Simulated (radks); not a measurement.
Species: K III. Configuration: [He] 2s2 2p5 3s2 3p6 (not the ground configuration). Method: scalar-relativistic Kohn-Sham, PBEsol, spin-polarised, spherical densities, finite nucleus; open shells are filled with parallel spins first; Fermi nuclear charge, rms radius 3.4349 fm; computed with a radial shooting solver on a logarithmic mesh with Libxc functionals.

Normalised radial functions P(r) = r R(r), r in bohr:

| r | 2p down | 3s up | 3d up |
|---|---|---|---|
| 0.00709 | 0.0109 | 0.1097 | 0.0000 |
| 0.007994 | 0.0137 | 0.1214 | 0.0000 |
| 0.009086 | 0.0175 | 0.1348 | 0.0000 |
| 0.01024 | 0.0219 | 0.1484 | 0.0000 |
| 0.01164 | 0.0278 | 0.1637 | 0.0001 |
| 0.01313 | 0.0348 | 0.1789 | 0.0001 |
| 0.0148 | 0.0434 | 0.1947 | 0.0001 |
| 0.01682 | 0.0549 | 0.2120 | 0.0002 |
| 0.01897 | 0.0682 | 0.2283 | 0.0002 |
| 0.02139 | 0.0846 | 0.2442 | 0.0003 |
| 0.02431 | 0.1062 | 0.2603 | 0.0005 |
| 0.02741 | 0.1309 | 0.2739 | 0.0006 |
| 0.03115 | 0.1631 | 0.2858 | 0.0009 |
| 0.03512 | 0.1995 | 0.2936 | 0.0013 |
| 0.0396 | 0.2431 | 0.2970 | 0.0018 |
| 0.045 | 0.2986 | 0.2945 | 0.0026 |
| 0.05074 | 0.3599 | 0.2849 | 0.0036 |
| 0.05767 | 0.4364 | 0.2654 | 0.0050 |
| 0.06502 | 0.5190 | 0.2371 | 0.0069 |
| 0.07331 | 0.6125 | 0.1978 | 0.0094 |
| 0.08332 | 0.7240 | 0.1431 | 0.0131 |
| 0.09395 | 0.8385 | 0.0796 | 0.0177 |
| 0.1059 | 0.9608 | 0.0047 | 0.0237 |
| 0.1204 | 1.0966 | -0.0857 | 0.0323 |
| 0.1357 | 1.2247 | -0.1773 | 0.0427 |
| 0.1543 | 1.3559 | -0.2773 | 0.0571 |
| 0.1739 | 1.4670 | -0.3667 | 0.0742 |
| 0.1961 | 1.5591 | -0.4446 | 0.0956 |
| 0.2229 | 1.6278 | -0.5055 | 0.1238 |
| 0.2513 | 1.6569 | -0.5327 | 0.1558 |
| 0.2834 | 1.6460 | -0.5227 | 0.1938 |
| 0.3221 | 1.5867 | -0.4642 | 0.2411 |
| 0.3631 | 1.4868 | -0.3614 | 0.2916 |
| 0.4127 | 1.3375 | -0.2023 | 0.3513 |
| 0.4653 | 1.1664 | -0.0142 | 0.4117 |
| 0.5247 | 0.9769 | 0.1991 | 0.4745 |
| 0.5963 | 0.7700 | 0.4356 | 0.5418 |
| 0.6723 | 0.5859 | 0.6452 | 0.6026 |
| 0.7641 | 0.4126 | 0.8331 | 0.6614 |
| 0.8616 | 0.2791 | 0.9571 | 0.7067 |
| 0.9714 | 0.1764 | 1.0188 | 0.7391 |
| 1.104 | 0.0996 | 1.0122 | 0.7564 |
| 1.245 | 0.0534 | 0.9440 | 0.7548 |
| 1.404 | 0.0261 | 0.8291 | 0.7353 |
| 1.595 | 0.0108 | 0.6754 | 0.6956 |
| 1.799 | 0.0042 | 0.5224 | 0.6423 |
| 2.044 | 0.0013 | 0.3691 | 0.5715 |
| 2.305 | 0.0004 | 0.2477 | 0.4963 |
| 2.599 | 0.0001 | 0.1541 | 0.4169 |
| 2.953 | 0.0000 | 0.0847 | 0.3323 |
| 3.33 | 0.0000 | 0.0439 | 0.2565 |
| 3.755 | 0.0000 | 0.0205 | 0.1877 |
| 4.267 | 0.0000 | 0.0080 | 0.1259 |
| 4.811 | 0.0000 | 0.0029 | 0.0807 |
| 5.468 | 0.0000 | 0.0008 | 0.0462 |
| 6.166 | 0.0000 | 0.0002 | 0.0251 |

2p down: eigenvalue -329.60 eV, 0 radial nodes, <r> = 0.342 bohr, 90 % of the charge inside 0.564 bohr. 3s up: eigenvalue -60.140 eV, 2 radial nodes at r = 0.107, 0.469 bohr, <r> = 1.18 bohr, 90 % of the charge inside 1.77 bohr. 3d up (empty): eigenvalue -17.092 eV, 0 radial nodes, <r> = 1.64 bohr, 90 % of the charge inside 2.76 bohr.
